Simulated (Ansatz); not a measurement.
Relaxation of AsGaH7N (10 atoms, charge 0, multiplicity 1), to a largest force component of 0.03 eV/Å in at most 50 steps.

These are results of Ansatz 0.2.0, RKS PBE-D4/def2-SVP, not measurements.

```xyz
10
Properties=species:S:1:pos:R:3:forces:R:3
Ga 0.254 -1.124 0.822 0.62 0.86 0.01
N 1.378 0.401 0.876 -0.51 -0.92 0.10
H 0.537 -2.124 -0.353 0.02 -0.02 0.01
H -0.837 -1.202 1.950 0.00 0.01 -0.01
H -0.319 1.101 -0.554 0.33 0.04 0.25
As -1.509 1.173 -1.497 -0.46 0.03 -0.38
H 1.370 1.078 1.641 0.01 -0.01 0.01
H 2.214 0.495 0.296 -0.01 0.02 -0.01
H -0.855 0.155 -2.451 -0.01 0.00 0.00
H -2.234 0.047 -0.730 0.01 0.00 0.02
```

Problem. Where does it end, and by what steps?

Solution. The run converged. The force dipped under the threshold on the way, but the program's further checks kept it going. After 8 steps the energy has fallen by 0.088 eV; N2 moved furthest, 0.31 Å.

```json
{"step": "0", "energy less start (eV)": "0.0000", "largest force component (eV/Å)": "0.924", "accepted": "yes"}
{"step": "1", "energy less start (eV)": "-0.0629", "largest force component (eV/Å)": "0.531", "accepted": "yes"}
{"step": "2", "energy less start (eV)": "-0.0748", "largest force component (eV/Å)": "0.239", "accepted": "yes"}
{"step": "3", "energy less start (eV)": "-0.0820", "largest force component (eV/Å)": "0.044", "accepted": "yes"}
{"step": "4", "energy less start (eV)": "-0.0853", "largest force component (eV/Å)": "0.143", "accepted": "yes"}
{"step": "5", "energy less start (eV)": "-0.0833", "largest force component (eV/Å)": "0.167", "accepted": "no"}
{"step": "6", "energy less start (eV)": "-0.0875", "largest force component (eV/Å)": "0.028", "accepted": "yes"}
{"step": "7", "energy less start (eV)": "-0.0879", "largest force component (eV/Å)": "0.032", "accepted": "yes"}
{"step": "8", "energy less start (eV)": "-0.0881", "largest force component (eV/Å)": "0.029", "accepted": "yes"}
```

```xyz
10
Properties=species:S:1:pos:R:3
Ga 0.295 -0.991 0.744
N 1.577 0.275 1.076
H 0.581 -1.980 -0.442
H -0.915 -1.018 1.746
H -0.454 1.217 -0.697
As -1.702 1.084 -1.600
H 1.509 0.979 1.814
H 2.411 0.416 0.503
H -1.003 0.017 -2.464
H -2.300 0.002 -0.680
```

The run took 20 s on 2 threads of Arm Neoverse V1 (shared host), peak memory 0.16 GiB.
